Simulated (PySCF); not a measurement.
H4OPbSi, SMILES [OH][Pb][SiH3] (connectivity only; charge and spin as stated), neutral, multiplicity 1. Atoms are numbered in the order given.

```xyz
7

Pb     0.0872    -0.2451     0.4163
O      0.9405    -1.2641    -1.2229
H      0.8053    -0.8136    -2.0656
Si    -0.8783     1.7579    -1.2444
H     -1.5452     2.9207    -0.5697
H     -1.8763     1.1790    -2.2088
H      0.2358     2.3147    -2.0866
```
Charge 0, spin multiplicity 1.

Geometry optimised at PBE0-D3(BJ)/def2-SVP. The def2 effective core potentials stand for the cores of Pb; spin–orbit coupling is left out. The values are those of a single conformer.

Method: PySCF with PBE0-D3(BJ)/def2-SVP.

Frequencies are harmonic and unscaled.

A small imaginary wavenumber (i) marks a very flat motion, where grid noise or a shallow saddle decides the sign.

```
mode  ν (cm⁻¹)  IR (km/mol)  Raman (Å⁴/amu)  depolarisation  moving atoms (share of kinetic energy)
----  --------  -----------  --------------  --------------  --------------------------------------
1          28i          0.1             0.4            0.75                                  H 94 %
2           98          6.9             1.3            0.59                 O 60 %, H 19 %, Si 15 %
3          240         21.4            29.9            0.29                 Si 76 %, Pb 14 %, H 9 %
4          319         31.3            15.3            0.74                                  H 93 %
5          388          2.1            14.5            0.70                         H 84 %, Si 13 %
6          447         86.2             2.3            0.75                           H 90 %, O 8 %
7          547         77.5            14.8            0.29                                  O 91 %
8          758         98.3             1.4            0.75                                  H 94 %
9          834        315.0             4.6            0.12                          H 91 %, Si 9 %
10         931         29.8            33.8            0.75                                  H 97 %
11         932         34.4            34.1            0.75                                  H 97 %
12        2170         96.4           250.5            0.02                                  H 98 %
13        2182        115.1           148.3            0.75                                  H 96 %
14        2196        118.6           175.0            0.59                                  H 96 %
15        3877         46.6            73.8            0.20                                  H 94 %
```
